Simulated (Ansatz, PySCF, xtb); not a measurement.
Torsion H3–P1–P2–H5 in H4P2 (SMILES PP); at each angle all else is relaxed with GFN2-xTB, and the levels are single points there.
Geometry at 20° (charge 0, multiplicity 1):
```xyz
6

P     -1.0492    -0.2949    -0.6029
P      1.0983    -0.1913    -0.3556
H     -1.3524     1.0367    -0.3244
H     -1.2741    -0.6906     0.7132
H      1.1611     0.9745     0.4057
H      1.2954     0.4989    -1.5489
```

On the grid 0° to 180°, 100° is the highest and 20° the lowest point at CCSD(T)/CBS(cc-pV(T+d)Z, cc-pV(Q+d)Z).

Frozen-core correlation. Rows in 3-21G, 6-311+G**, LANL2DZ carry no dispersion term and start afresh at each structure. LANL2DZ brings its own core potentials from Na on.

Run with Ansatz (a program for electronic structure) with Gaussian orbitals; PySCF for 3-21G rows, 6-311+G** rows, LANL2DZ rows; xtb for the GFN methods. Each number belongs to the level named beside it.

```tsv
level	energy at 100° less that at 20° (meV)
GFN1-xTB	135.8
BLYP/def2-TZVPP	170.5
B3LYP/3-21G	128.0
B3LYP/6-311+G**	172.6
B3LYP/LANL2DZ	130.7
wB97X-V/def2-TZVPP	___
MP2/cc-pV(D+d)Z	___
CCSD/cc-pV(D+d)Z	178.8
CCSD(T)/cc-pV(T+d)Z	178.7
```

Question: What belongs in the gaps?

Answer: 
- wB97X-V/def2-TZVPP, energy at 100° less that at 20° (meV): 185.7
- MP2/cc-pV(D+d)Z, energy at 100° less that at 20° (meV): 197.0
